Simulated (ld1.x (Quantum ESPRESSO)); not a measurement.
# copper: variants of one TM potential

Base potential:

Cu, norm-conserving Troullier–Martins (Kleinman–Bylander form), made with ld1.x (Quantum ESPRESSO) 7.5 (PBE, scalar-relativistic). Core [Ar], reference 3d10 4s1 4p0. Waves: 4s (bound): rc 1.65 bohr; 4p (bound, empty): rc 4.05 bohr; 3d (bound): rc 1.00 bohr. Local part: the d channel. Core correction: none.

All-electron outer shells of the reference configuration (PBE, scalar-relativistic, ld1.x):

```
shell  level (eV)  outermost node (bohr)  outermost maximum (bohr)
   3s     -114.70                   0.29                      0.61
   3p      -72.14                   0.26                      0.62
   3d       -5.04                      –                      0.60
   4s       -4.61                   0.89                      2.27
   4p       -0.70                   0.97                      3.65
```

Cutoffs, loose and tight: the cutoffs (Ry, on a coarse ladder) from which the occupation-weighted sum of valence levels, in a spherical-Bessel basis at the reference potential, stays within 10 and 1 mRy of its value at 400 Ry. They do not see the model core or the augmentation charge, which bear on the density cutoff. Test errors are all-electron minus pseudo excitation energies from the reference, over the configurations 3d10 4s0 4p0; 3d9 4s0 4p0; 3d8 4s0 4p0; 3d10 4s0 4p1; 3d9 4s1 4p1; 3d9 4s2 4p0; 3d10 4s0.5 4p0. A dash means not determined; rows that change the core or the reference have their own tests. The largest error is taken over the tests solved by every variant that gives reliable tests at all: 3d10 4s0 4p0; 3d10 4s0.5 4p0; 3d8 4s0 4p0; 3d9 4s0 4p0; 3d9 4s2 4p0.

A true bound ghost makes a file unfit for plane-wave use even where its test errors are small: the radial tests pick states by their node count and pass the ghost by. Where a test does run into it, the solver fails or the error is huge.

| change | outcome | cutoff, loose | cutoff, tight | bound ghosts | largest test error (meV) |
| --- | --- | --- | --- | --- | --- |
| base | generated | 230 Ry | over 300 Ry | s, p | -95 |
| all radii scaled by about 0.90 (s 1.48, p 3.62, d 0.90 bohr) | generated | 260 Ry | over 300 Ry | s, p | -113 |
| all radii scaled by about 1.23 (s 2.04, p 4.98, d 1.24 bohr) | generated | 160 Ry | 300 Ry | s, p | -188 |

**Question.** What comes out with this change to the base: all radii scaled by about 1.14 (s 1.88, p 4.60, d 1.14 bohr)?

**Answer.** outcome: generated; cutoff, loose: 180 Ry; cutoff, tight: over 300 Ry; bound ghosts: s, p; largest test error (meV): -139.

**Question.** What comes out with this change to the base: all radii scaled by about 1.34 (s 2.20, p 5.42, d 1.34 bohr)?

**Answer.** outcome: generated; cutoff, loose: 160 Ry; cutoff, tight: 260 Ry; bound ghosts: s, p; largest test error (meV): -256.

**Question.** What comes out with this change to the base: all radii scaled by about 0.79 (s 1.30, p 3.18, d 0.78 bohr)?

**Answer.** outcome: generated; cutoff, loose: 300 Ry; cutoff, tight: over 300 Ry; bound ghosts: p, s; largest test error (meV): -130.

Reading the sweep of the scale of all radii (base = 1) (base included, trends over the rows without a ghost): Bound ghosts are found at 0.79, 0.9, 1, 1.14, 1.23, 1.34. Every judged row has one, so this setting neither creates nor removes them.
